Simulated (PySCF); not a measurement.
Mg: excitation energy

Mg [Ne] 3s2 (1S) → Mg [Ne] 3s1 3p1 (3P), as a difference of total energies. Computed with PySCF 2.14 in aug-cc-pVTZ-DK (6s5p3d2f, 50 functions), with scalar relativity by spin-free X2C-1e. Correlated levels: valence: [Ne] frozen. The calculations carry no spin-orbit coupling.

```json
{"method": "UHF", "excitation energy (eV)": "1.805"}
{"method": "MP2 (valence)", "excitation energy (eV)": "2.387"}
{"method": "SCS-MP2 (valence)", "excitation energy (eV)": "2.558"}
{"method": "CCSD (valence)", "excitation energy (eV)": "2.603"}
```

Question: How much does correlation contribute at MP2 (valence)?

Answer: 2.387 − (1.805) = 0.582 eV, measured against UHF.

Errors of the correlated levels include the incompleteness of this basis and the frozen core.

With two correlated electrons CCSD is exact in that space.

For comparison: 2.714 eV (measured; NIST levels, between the centres of gravity of the two terms).
